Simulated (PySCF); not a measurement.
A calculated (BHandHLYP, PySCF 2.14, ANO-RCC-VTZP, scalar relativity by spin-free X2C-1e) atom or ion has these occupied shells.

```json
{"shell": "1s β", "electrons": "1", "orbital energy (eV)": "-78507.5", "rms radius, mean of both spins (bohr)": "0.0194"}
{"shell": "1s α", "electrons": "1", "orbital energy (eV)": "-78507.5", "rms radius, mean of both spins (bohr)": "0.0194"}
{"shell": "2s α", "electrons": "1", "orbital energy (eV)": "-13897.7", "rms radius, mean of both spins (bohr)": "0.0782"}
{"shell": "2s β", "electrons": "1", "orbital energy (eV)": "-13897.3", "rms radius, mean of both spins (bohr)": "0.0782"}
{"shell": "2p α", "electrons": "3", "orbital energy (eV)": "-12099.9", "rms radius, mean of both spins (bohr)": "0.0716"}
{"shell": "2p β", "electrons": "3", "orbital energy (eV)": "-12099.5", "rms radius, mean of both spins (bohr)": "0.0716"}
{"shell": "3s α", "electrons": "1", "orbital energy (eV)": "-3326.8", "rms radius, mean of both spins (bohr)": "0.200"}
{"shell": "3s β", "electrons": "1", "orbital energy (eV)": "-3326.7", "rms radius, mean of both spins (bohr)": "0.200"}
{"shell": "3p α", "electrons": "3", "orbital energy (eV)": "-2796.0", "rms radius, mean of both spins (bohr)": "0.202"}
{"shell": "3p β", "electrons": "3", "orbital energy (eV)": "-2795.9", "rms radius, mean of both spins (bohr)": "0.202"}
{"shell": "3d α", "electrons": "5", "orbital energy (eV)": "-2195.6", "rms radius, mean of both spins (bohr)": "0.184"}
{"shell": "3d β", "electrons": "5", "orbital energy (eV)": "-2195.3", "rms radius, mean of both spins (bohr)": "0.184"}
{"shell": "4s α", "electrons": "1", "orbital energy (eV)": "-761.21", "rms radius, mean of both spins (bohr)": "0.441"}
{"shell": "4s β", "electrons": "1", "orbital energy (eV)": "-760.82", "rms radius, mean of both spins (bohr)": "0.441"}
{"shell": "4p α", "electrons": "3", "orbital energy (eV)": "-584.62", "rms radius, mean of both spins (bohr)": "0.470"}
{"shell": "4p β", "electrons": "3", "orbital energy (eV)": "-584.24", "rms radius, mean of both spins (bohr)": "0.470"}
{"shell": "4d α", "electrons": "5", "orbital energy (eV)": "-362.55", "rms radius, mean of both spins (bohr)": "0.503"}
{"shell": "4d β", "electrons": "5", "orbital energy (eV)": "-362.01", "rms radius, mean of both spins (bohr)": "0.503"}
{"shell": "5s α", "electrons": "1", "orbital energy (eV)": "-147.85", "rms radius, mean of both spins (bohr)": "1.01"}
{"shell": "5s β", "electrons": "1", "orbital energy (eV)": "-144.92", "rms radius, mean of both spins (bohr)": "1.01"}
{"shell": "4f α", "electrons": "7", "orbital energy (eV)": "-117.14", "rms radius, mean of both spins (bohr)": "0.566"}
{"shell": "4f β", "electrons": "7", "orbital energy (eV)": "-116.67", "rms radius, mean of both spins (bohr)": "0.566"}
{"shell": "5p α", "electrons": "3", "orbital energy (eV)": "-100.19", "rms radius, mean of both spins (bohr)": "1.16"}
{"shell": "5p β", "electrons": "3", "orbital energy (eV)": "-96.186", "rms radius, mean of both spins (bohr)": "1.16"}
{"shell": "5d α", "electrons": "5", "orbital energy (eV)": "-43.414", "rms radius, mean of both spins (bohr)": "1.59"}
{"shell": "5d β", "electrons": "2", "orbital energy (eV)": "-41.415", "rms radius, mean of both spins (bohr)": "1.59"}
```

(1) Name the element and its charge.

Answers

(1) Pt³⁺ (platinum, charge +3), in [Xe] 4f14 5d7, high-spin 4F determinant.
